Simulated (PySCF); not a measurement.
Method: PBE-D3(BJ)/def2-TZVP // PBE0-D3(BJ)/def2-TZVP (PySCF 2.14.0). All species are isolated molecules in the gas phase. 

Reference species (SMILES): `[CH]F` (excited triplet) (neutral, multiplicity 3).

```yaml
highest_occupied_spin_orbital: -4.80 eV
```

Changed species: `C(#N)[CH]` (lower triplet) (X = cyano, multiplicity 3; the reference has X = fluoro, multiplicity 3).

### Question
Give the shifts of the highest occupied spin orbital.

### Answer
the highest occupied spin orbital decreases by 1.82 eV, to -6.62 eV.
